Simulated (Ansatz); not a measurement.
`[F][Ga]([F])[SH]` + H–F → `[F][Ga]([F])[F]` + H₂S at 600 K and 1 bar (ligand exchange at a Ga–S bond).

Program: Ansatz. Geometries: PBE0-D4/def2-TZVP. ΔE: electronic, gas phase. CCSD(T)/CBS is the MP2 limit (def2-TZVPP, def2-QZVPP) plus CCSD(T) − MP2 in def2-TZVPP, frozen cores. This one scheme is used for every species. For Ga outer-core shells are correlated without core-valence functions, which leaves a few kJ/mol of doubt a bond. Scalar relativity is left out up to krypton. One conformer a species, not always the lowest.

```csv
species,CCSD(T)/CBS energy (Eh),H − E (kJ/mol),S (J/(mol·K))
`[F][Ga]([F])[SH]`,-2522.02273,80.4,389.6
H–F,-100.39570,42.3,194.0
`[F][Ga]([F])[F]`,-2223.43412,53.8,343.2
H₂S,-398.97279,60.8,230.9
```

H − E and S are ideal-gas, rigid-rotor, harmonic terms from PBE0-D4/def2-TZVP, for one conformer and one mirror image of each species. 1 Eh = 2625.50 kJ/mol, R = 8.31446 J/(mol·K).

Task: By hand: ΔE, ΔH, ΔS and ΔG.

Result: ΔE = (-2223.43412) + (-398.97279) − (-2522.02273) − (-100.39570) = 0.01152 Eh = 30.2 kJ/mol. Δ(H − E) = 53.8 + 60.8 − 80.4 − 42.3 = -8.1, so ΔH = 22.1 kJ/mol. ΔS = 343.2 + 230.9 − 389.6 − 194.0 = -9.5 J/(mol·K). ΔG = 22.1 − 600 × (-9.5)/1000 = 27.8 kJ/mol.

Task: By hand: the equilibrium constant, and the temperature at which ΔG would vanish if ΔH and ΔS stayed fixed.

Result: log₁₀ K = −ΔG/(RT ln 10) = -2.4. ΔH and −TΔS have one sign here, so there is no such temperature.

The number of gas molecules stays the same, so ΔS is small and ΔH decides. A doubt of 5 kJ/mol in ΔE shifts log₁₀ K by 0.4 here. Other conformers and mirror images would add mixing entropy, several J/(mol·K) or more a flexible species. These are equilibria of isolated gas molecules and say nothing of rates. Largest T1 diagnostic: 0.015 (customary marks: 0.02 for closed shells, 0.045 for open ones).

ΔS is within the doubt of such terms, so its sign, and with it that verdict, could turn.
